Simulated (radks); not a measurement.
Question: These are the eigenvalues of the occupied orbitals of an atom or ion with whole-number occupations (hartree). Method: scalar-relativistic Kohn-Sham, PBE, spin-polarised, spherical densities, finite nucleus; Fermi nuclear charge, rms radius of each element as measured or else 0.836 A^(1/3) + 0.57 fm; computed with a radial shooting solver on a logarithmic mesh with Libxc functionals.

| orbital | eigenvalue |
|---|---|
| 1s up | -1213.291 |
| 1s down | -1213.288 |
| 2s up | -188.4730 |
| 2s down | -188.4717 |
| 2p up | -169.2921 |
| 2p down | -169.2896 |
| 3s up | -38.99321 |
| 3s down | -38.99051 |
| 3p up | -32.77654 |
| 3p down | -32.77345 |
| 3d up | -23.46489 |
| 3d down | -23.46196 |
| 4s up | -7.82339 |
| 4s down | -7.81669 |
| 4p up | -5.87412 |
| 4p down | -5.86693 |
| 4d up | -3.03025 |
| 4d down | -3.01825 |
| 5s up | -1.73758 |
| 5s down | -1.66753 |
| 5p up | -1.29169 |

Which element is it, and in what charge state? The configuration may be excited. Open shells, if any, are filled with parallel spins first.

Answer: Z = 53, iodine, charge +3: I3+ in [Kr] 4d10 5s2 5p2. The list shows which subshells hold electrons but not how many an open one holds; the 1s level, -1213.3 hartree, gives Z - s = 49.3 by -(Z - s)^2/2, which with screening and relativity narrows Z to a few neighbours, and the depths of the outer levels then fix element, charge and occupations together.
